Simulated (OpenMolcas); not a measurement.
## 4d⁶ along the 42-electron sequence

| Property | Result |
| --- | --- |
| Program | OpenMolcas |
| Method | SS-CASPT2, IPEA 0.25 Eh, imaginary shift 0.1 Eh |
| Basis | ANO-RCC-VTZP |
| Scalar Hamiltonian | DKH2, point nucleus |
| Spin-orbit coupling | RASSI with atomic mean-field integrals over the reference wave functions, term energies averaged over their components |

Active space for each ion: 6 electrons in 5 orbitals (4d); closed shells correlated by CASPT2: 4s 4p.

Computed levels in cm-1 above ⁵D₄:

| Level | Ru2+ | Rh3+ | Pd4+ | Ag5+ |
| --- | --- | --- | --- | --- |
| ⁵D₃ | 1156 | 1553 | 2070 | 2570 |
| ⁵D₂ | 1845 | 2430 | 3150 | 3840 |
| ⁵D₁ | 2290 | 3020 | 3920 | 4780 |
| ⁵D₀ | 2510 | 3300 | 4270 | 5210 |
| ³P₂(1) | 15940 | 18050 | 19720 | 21880 |
| ³H₆ | 16340 | 18530 | 20410 | 22860 |
| ³H₅ | 16590 | 18800 | 20680 | 23150 |
| ³F₃(1) | 18040 | 20610 | 22800 | 25590 |
| ³F₂(1) | 18560 | 21290 | 23630 | 26540 |
| weight of ⁵D in the lowest level (%) | 99 | 98 | 98 | 97 |

Mixed levels, with the weight of the term that names them: Pd4+ ³H₅ (75 %), Ag5+ ³H₅ (73 %).

Measured, with the error of the calculation in %. Measured levels: Ru2+ from Moore, Atomic Energy Levels, vol. III, NSRDS-NBS 35 (1971 reprint of NBS Circular 467, 1958); Ag5+ from the list in Gamrath, thesis, University of Mons (2023).

| Level | Ru2+ | Ag5+ |
| --- | --- | --- |
| ⁵D₃ | 1159 (-0.3) | 2692 (-4.6) |
| ⁵D₂ | 1826 (+1.0) | 3953 (-3.0) |
| ⁵D₁ | 2266 (+1.2) | 4941 (-3.3) |
| ⁵D₀ | 2476 (+1.3) | 5380 (-3.2) |
| ³P₂(1) |  | 21042 (+4.0) |
| ³H₆ |  | 21512 (+6.3) |
| ³H₅ |  | 21812 (+6.1) |
| ³F₃(1) |  | 24441 (+4.7) |
| ³F₂(1) |  | 25306 (+4.9) |

The fine-structure level ⁵D₀ changes by a factor of 2.08 from Ru2+ to Ag5+. Its fourth root runs 7.08, 7.58, 8.08, 8.50, with steps per unit of Z of 0.50, 0.50, 0.41; equal steps would mean a (Z - σ)^4 law with constant σ.

³P₂(1) changes by a factor of 1.37 over the same range, with steps per unit of Z of +2110, +1670, +2160 cm-1.

CASPT2 breaks the degeneracy within a term, and the mean is taken; among the terms shown or strongly mixed into the levels shown the widest spread is 160 cm-1 (4d⁶ ³G, Pd4+). Terms from blocks run as CI alone lack orbitals of their own. Levels of configurations with an s electron are missing; early in the row they begin among the upper levels of the d shell and mix with terms of their name (holds for Ru2+). Computed and measured levels are paired by configuration, term and J; levels that our copy of the source lacks, or whose pairing is in doubt (as where it misses far off the trend of its configuration), stay unpaired and out of the deviations. Levels of configurations outside the active space are missing.

A number in round brackets counts repeated terms of one configuration in the order of the reference energies.
